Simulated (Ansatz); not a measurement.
Ansatz results at the PBE0-D4/def2-TZVP geometry: LUMO energy (ωB97M-V/def2-TZVPP) 1.50 eV; size of the dipole moment (ωB97M-V/def2-TZVPP) 2.12 D; ideal-gas entropy at 298 K and 1 bar (rigid rotor, harmonic PBE0-D4/def2-TZVP) 360 J/(mol·K).

Each molecule was computed in one conformer, which needn't be the lowest.

**Question.** Which molecule gave them?
A. `[CH3][AlH][N]=C=O`
B. `NC[S][AlH2]`
C. `[CH3][Al]([NH2])[SH]`
D. `[Cl][Al]([Cl])[I]`

**Answer.** C. The others give `[CH3][AlH][N]=C=O`: 0.34, 2.64, 367; `[Cl][Al]([Cl])[I]`: 0.24, 0.47, 343; `NC[S][AlH2]`: 0.32, 2.40, 339.
